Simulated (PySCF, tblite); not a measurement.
Species: C8H14OSi.
Numbering: `[CH3:1][C:2]#[C:3][SiH2:4][O:5][CH2:6]/[CH:7]=[CH:8]/[CH2:9][CH3:10]` (hydrogens: H11, H12, H13 on C1; H14, H15 on Si4; H16, H17 on C6; H18 on C7; H19 on C8; H20, H21 on C9; H22, H23, H24 on C10)

Structure used (GFN2-xTB), in Å, numbered top down from 1:
```
atom  x, y, z in Å
C1     5.516   -0.281   -0.522
C2     4.380    0.206    0.230
C3     3.441    0.617    0.864
Si4    1.967    1.221    1.807
O5     0.616    0.434    1.376
C6     0.029    0.309    0.112
C7    -1.205   -0.531    0.216
C8    -2.404   -0.150   -0.188
C9    -3.649   -0.969   -0.066
C10   -4.675   -0.266    0.823
H11    6.144   -0.904    0.115
H12    6.107    0.558   -0.890
H13    5.176   -0.874   -1.372
H14    1.863    2.662    1.533
H15    2.012    0.856    3.215
H16    0.749   -0.164   -0.573
H17   -0.217    1.301   -0.288
H18   -1.056   -1.495    0.684
H19   -2.534    0.826   -0.639
H20   -3.410   -1.949    0.351
H21   -4.081   -1.116   -1.060
H22   -4.925    0.712    0.418
H23   -5.587   -0.855    0.893
H24   -4.272   -0.130    1.824
```

Theory: PBE0/pcSseg-1 in PySCF (dipole) on a GFN2-xTB geometry, gas phase.

Masses are those of the commonest isotopes; rigid-rotor values at the optimised geometry. The values belong to one conformer with, in the numbering `[CH3:1][C:2]#[C:3][SiH2:4][O:5][CH2:6]/[CH:7]=[CH:8]/[CH2:9][CH3:10]`, C3–Si4–O5–C6 -57°, Si4–O5–C6–C7 179°, O5–C6–C7–C8 125°, C7–C8–C9–C10 118°.

**Question.** What are A, B and C (MHz)?

**Answer.** Ia = 174.51, Ib = 1580.45, Ic = 1713.06 u·Å²; 505379 MHz·u·Å²/I gives A = 2896, B = 319.8, C = 295.0 MHz.

**Question.** What kind of rotor is it?

**Answer.** A near-prolate asymmetric top; Ray's κ = -0.981.

**Question.** What does the inertial defect say?

**Answer.** Not planar: Δ = Ic − Ia − Ib = -41.90 u·Å². For a rigid frame Δ = −2 Σ m c², so Σ m c² = 20.95 u·Å² lies off the ab plane: 14.20 from hydrogen and 6.75 from heavier atoms. The atom farthest from that plane is 1.49 Å away.

**Question.** Give the other two planar moments, Paa and Pbb, and the rms extents of the mass along the axes.

**Answer.** Paa = Σ m a² = (Ib + Ic − Ia)/2 = 1559.50 and Pbb = Σ m b² = (Ia + Ic − Ib)/2 = 153.56 u·Å². With the mass M = 154.08 u, the rms extents √(P/M) along a, b and c are 3.18, 1.00, 0.37 Å.

**Question.** Predict some low-J microwave lines.

**Answer.** The dipole components are |μa| = 0.74 D, |μb| = 1.78 D, |μc| = 0.71 D. The squared components, which scale the intensities, stand as 0.17 : 1.00 : 0.16 (a : b : c). Some lines, for components of 0.1 D or more:

```csv
type,branch,"J(Ka,Kc)",MHz,lower level (cm⁻¹)
a,R,"1(0,1) ← 0(0,0)",615,0.000
a,R,"2(1,2) ← 1(1,1)",1205,0.106
a,R,"2(0,2) ← 1(0,1)",1229,0.021
a,R,"2(1,1) ← 1(1,0)",1254,0.107
c,Q,"2(1,2) ← 2(0,2)",2552,0.062
c,Q,"1(1,1) ← 1(0,1)",2576,0.021
b,Q,"1(1,0) ← 1(0,1)",2601,0.021
b,Q,"2(1,1) ← 2(0,2)",2626,0.062
b,R,"1(1,1) ← 0(0,0)",3191,0.000
c,R,"1(1,0) ← 0(0,0)",3216,0.000
b,R,"2(1,2) ← 1(0,1)",3781,0.021
c,R,"2(1,1) ← 1(0,1)",3855,0.021
c,Q,"2(2,1) ← 2(1,1)",7729,0.149
b,Q,"2(2,0) ← 2(1,1)",7729,0.149
b,Q,"2(2,1) ← 2(1,2)",7803,0.147
b,R,"2(2,1) ← 1(1,0)",8983,0.107
c,R,"2(2,0) ← 1(1,0)",8983,0.107
c,R,"2(2,1) ← 1(1,1)",9008,0.106
b,R,"2(2,0) ← 1(1,1)",9008,0.106
```

**Question.** Estimate the classical rotational partition function at 50 K, 298.15 K and 500 K.

**Answer.** Point group C1, symmetry number σ = 1; q = (√π/σ)·√((kT/h)³/(ABC)), k/h = 20836.6 MHz/K: 114000 at 50 K, 1660000 at 298.15 K, 3610000 at 500 K.

Its lowest GFN2-xTB frequency is 20i cm⁻¹, too small to tell a flat minimum from a shallow saddle. These are rigid-rotor constants of the computed structure; measured ground-state constants (B0) also hold zero-point vibration. A rigid rotor knows nothing of internal rotation, which can split or shift real lines.
